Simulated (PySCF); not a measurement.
How methods differ on the ionisation energy of Kr²⁺

Kr²⁺ [Ar] 3d10 4s2 4p4 (3P) → Kr³⁺ [Ar] 3d10 4s2 4p3 (4S), as a difference of total energies. Calculation: PySCF 2.14, in ANO-RCC-VTZP (6s5p3d1f, 43 functions); scalar relativity by spin-free X2C-1e. Correlated levels: valence and next inner shell: [Ne] frozen. The calculations carry no spin-orbit coupling.

Q: Order these methods by the ionisation energy they give, lowest first.
A. UHF
B. CCSD(T) (valence and next inner shell)
C. SCS-MP2 (valence and next inner shell)
D. MP2 (valence and next inner shell)

A: A (34.337 eV), D (35.125 eV), C (35.168 eV), B (35.247 eV).

The reference lies between the lowest fine-structure levels, while these numbers refer to the centres of the terms.

Errors of the correlated levels include the incompleteness of this basis and the frozen core.

For comparison: 35.838 ± 0.02 eV (measured; NIST Atomic Spectra Database, ionization energies).
